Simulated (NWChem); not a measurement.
System: iodine monochloride (ICl); SMILES ClI

Output (shortened):

```
             Northwest Computational Chemistry Package (NWChem) 7.3.0
             --------------------------------------------------------

 ORDER OF PRIMARY AXIS IS BEING SET TO 4
 C4V symmetry detected

                             Geometry "geometry" -> ""
                             -------------------------

 Output coordinates in angstroms (scale by  1.889725989 to convert to a.u.)

  No.       Tag          Charge          X              Y              Z
 ---- ---------------- ---------- -------------- -------------- --------------
    1 Cl                  17.0000     0.00000000     0.00000000     1.80506264
    2 I                   53.0000     0.00000000     0.00000000    -0.57898236

 Effective nuclear repulsion energy (a.u.)     199.9914856258

      Symmetry information
      --------------------

 Group name             C4v
 Group number             18
 Group order               8
 No. of unique centers     2

                                 NWChem DFT Module
                                 -----------------

 Summary of "ao basis" -> "ao basis" (spherical)
 ------------------------------------------------------------------------------
       Tag                 Description            Shells   Functions and Types
 ---------------- ------------------------------  ------  ---------------------
 Cl                          sto-3g                  5        9   3s2p
 I                           sto-3g                 11       27   5s4p2d

      Symmetry analysis of basis
      --------------------------

        a1         16
        a2          0
        b1          2
        b2          2
        e          16

            General Information
            -------------------
          SCF calculation type: DFT
          Wavefunction type:  closed shell.
          No. of atoms     :     2
          No. of electrons :    70
           Alpha electrons :    35
            Beta electrons :    35
          Charge           :     0
          Spin multiplicity:     1
          Use of symmetry is: on ; symmetry adaption is: on
          Maximum number of iterations: 150
          AO basis - number of functions:    36
                     number of shells:    16
          Convergence on energy requested:  1.00D-06
          Convergence on density requested:  1.00D-05
          Convergence on gradient requested:  5.00D-04

              XC Information
              --------------
                         B3LYP Method XC Potential
                     Hartree-Fock (Exact) Exchange  0.200
                        Slater Exchange Functional  0.800 local
                    Becke 1988 Exchange Functional  0.720 non-local
              Lee-Yang-Parr Correlation Functional  0.810
                  VWN I RPA Correlation Functional  0.190 local

             Grid Information
             ----------------
          Grid used for XC integration:  medium
          Radial quadrature: Mura-Knowles
          Angular quadrature: Lebedev.
          Tag              B.-S. Rad. Rad. Pts. Rad. Cut. Ang. Pts.
          ---              ---------- --------- --------- ---------
          Cl                  1.00       88           7.0       590
          I                   1.40      123           7.0       590
          Grid pruning is: on
          Number of quadrature shells:   211
          Spatial weights used:  Erf1

      Superposition of Atomic Density Guess
      -------------------------------------

 Sum of atomic energies:       -7305.23544046

      Non-variational initial energy
      ------------------------------

 Total energy =   -7305.124061
 1-e energy   =  -10470.474394
 2-e energy   =    2965.358847
 HOMO         =      -0.219131
 LUMO         =      -0.009930

      Symmetry analysis of molecular orbitals - initial
      -------------------------------------------------

 !! scf_movecs_sym_adapt:    4 vectors were symmetry contaminated

  Symmetry fudging

 !! scf_movecs_sym_adapt:    4 vectors were symmetry contaminated

  Numbering of irreducible representations:

     1 a1          2 a2          3 b1          4 b2          5 e

  Orbital symmetries:

     1 a1          2 a1          3 a1          4 e           5 e
     6 a1          7 a1          8 a1          9 e          10 e
    11 a1         12 e          13 e          14 b1         15 b2
    16 a1         17 a1         18 e          19 e          20 a1
    21 a1         22 e          23 e          24 a1         25 e
    26 e          27 b1         28 b2         29 a1         30 a1
    31 a1         32 e          33 e          34 e          35 e
    36 a1

     ---------------------------------------------
      Total Density - Mulliken Population Analysis
     ---------------------------------------------

    Atom       Charge   Shell Charges
 -----------   ------   -------------------------------------------------------
    1 Cl  17    17.29   2.00  2.00  5.99  1.96  5.34
    2 I   53    52.71   2.00  2.00  6.00  2.00  6.00  2.00  6.00  1.93  4.78 10.00 10.00

 !! scf_movecs_sym_adapt:    2 vectors were symmetry contaminated

  Symmetry fudging

 !! scf_movecs_sym_adapt:    2 vectors were symmetry contaminated

   convergence    iter        energy       DeltaE   RMS-Dens  Diis-err
 ---------------- ----- ----------------- --------- --------- ---------
 d= 0,ls=0.0,diis     1  -7308.0074528579 -7.51D+03  1.54D-02  5.76D-02
 d= 0,ls=0.0,diis     2  -7308.0153480349 -7.90D-03  8.58D-03  8.65D-03

 !! scf_movecs_sym_adapt:    2 vectors were symmetry contaminated

  Symmetry fudging
 d= 0,ls=0.0,diis     3  -7308.0176387826 -2.29D-03  3.34D-03  2.54D-03

 !! scf_movecs_sym_adapt:    2 vectors were symmetry contaminated

  Symmetry fudging
 d= 0,ls=0.0,diis     4  -7308.0186617677 -1.02D-03  1.90D-04  6.85D-06
 d= 0,ls=0.0,diis     5  -7308.0186646436 -2.88D-06  1.94D-06  8.44D-10

 !! scf_movecs_sym_adapt:    2 vectors were symmetry contaminated

  Symmetry fudging
 d= 0,ls=0.0,diis     6  -7308.0186646440 -3.38D-10  1.48D-07  5.84D-12

         Total DFT energy =    -7308.018664643962
      One electron energy =   -10467.015831966852
           Coulomb energy =     3163.676169045969
    Exchange-Corr. energy =     -204.670487348866
 Nuclear repulsion energy =      199.991485625786

 Numeric. integr. density =       70.000000619368

                  Occupations of the irreducible representations
                  ----------------------------------------------

                     irrep           alpha         beta
                     --------     --------     --------
                     a1               15.0         15.0
                     a2                0.0          0.0
                     b1                2.0          2.0
                     b2                2.0          2.0
                     e                16.0         16.0

                       DFT Final Molecular Orbital Analysis
                       ------------------------------------

 Vector   33  Occ=2.000000D+00  E=-2.909071D-01  Symmetry=e
              MO Center= -1.5D-17,  3.7D-20,  1.3D+00, r^2= 2.0D+00
   Bfn.  Coefficient  Atom+Function         Bfn.  Coefficient  Atom+Function
  ----- ------------  ---------------      ----- ------------  ---------------
     7      0.880123  1 Cl px                24      0.476442  2 I  px
     3     -0.243844  1 Cl px                20     -0.158954  2 I  px
    16      0.064978  2 I  px                 8      0.061911  1 Cl py
    25      0.033515  2 I  py                12     -0.025668  2 I  px

 Vector   34  Occ=2.000000D+00  E=-2.033569D-01  Symmetry=e
              MO Center=  6.1D-18, -2.1D-18, -2.8D-02, r^2= 2.6D+00
   Bfn.  Coefficient  Atom+Function         Bfn.  Coefficient  Atom+Function
  ----- ------------  ---------------      ----- ------------  ---------------
    24      0.928698  2 I  px                 7     -0.529906  1 Cl px
    20     -0.300936  2 I  px                 3      0.143909  1 Cl px
    16      0.122943  2 I  px                12     -0.048548  2 I  px
    25      0.040980  2 I  py

 Vector   35  Occ=2.000000D+00  E=-2.033569D-01  Symmetry=e
              MO Center= -1.6D-18,  2.1D-17, -2.8D-02, r^2= 2.6D+00
   Bfn.  Coefficient  Atom+Function         Bfn.  Coefficient  Atom+Function
  ----- ------------  ---------------      ----- ------------  ---------------
    25      0.928698  2 I  py                 8     -0.529906  1 Cl py
    21     -0.300936  2 I  py                 4      0.143909  1 Cl py
    17      0.122943  2 I  py                13     -0.048548  2 I  py
    24     -0.040980  2 I  px

 Vector   36  Occ=0.000000D+00  E=-4.532874D-02  Symmetry=a1
              MO Center= -2.3D-18, -3.2D-19,  4.3D-01, r^2= 2.6D+00
   Bfn.  Coefficient  Atom+Function         Bfn.  Coefficient  Atom+Function
  ----- ------------  ---------------      ----- ------------  ---------------
    26      0.940599  2 I  pz                 9      0.814539  1 Cl pz
    22     -0.281412  2 I  pz                23      0.268567  2 I  s
     6     -0.251273  1 Cl s                  5     -0.209139  1 Cl pz
    18      0.115228  2 I  pz                19     -0.057029  2 I  s
     2      0.045440  1 Cl s                 14     -0.045471  2 I  pz

     ---------------------------------------------
      Total Density - Mulliken Population Analysis
     ---------------------------------------------

    Atom       Charge   Shell Charges
 -----------   ------   -------------------------------------------------------
    1 Cl  17    17.19   2.00  2.00  5.99  2.00  5.21
    2 I   53    52.81   2.00  2.00  6.00  2.00  6.00  2.00  5.99  1.96  4.85 10.00 10.00

     -------------------------------------------
      Total Density - Lowdin Population Analysis
     -------------------------------------------

[...]
```

Level: B3LYP/STO-3G, non-relativistic. Structure relaxed at the PBE-D3(BJ)/def2-SVP (def2 core potentials past Kr) level.

Problem. Reconstruct the input file.

Solution. One answer among several that fit: the input that was run:
```
start job
memory heap 200 mb stack 900 mb global 1100 mb
geometry units angstroms noautoz
  Cl     0.000000     0.000000     1.785090
  I      0.000000     0.000000    -0.598955
end
basis spherical
  Cl library sto-3g
  I library sto-3g
end
dft
  xc b3lyp
  iterations 150
  mulliken
end
task dft energy
```
